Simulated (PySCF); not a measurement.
## Radial density of Os (osmium, neutral)

BHandHLYP, [Xe] 4f14 5d7 6s1, high-spin 5F determinant (an excited configuration). Calculation: PySCF 2.14, in aug-cc-pVQZ-PP with ECP60MDF (7s7p6d4f3g2h, 135 functions); a scalar-relativistic core potential. This is the valence pseudo-density: the core potential removes the inner electrons and smooths the orbitals near the nucleus.

```tsv
r (bohr)	4πr²ρ (e/bohr)	4πr²(ρα − ρβ)
0.136	2.244e-05	0.0000
0.230	0.0008049	0.0001
0.386	0.08842	0.0061
0.649	4.302	0.2568
1.09	12.95	1.6455
1.84	5.193	1.7821
3.09	1.185	0.6686
5.20	0.1129	0.0729
8.74	0.001453	0.0009
```

Energies and moments cover only the electrons outside the core potential. Spin-orbit coupling, absent here, splits the open shell strongly.
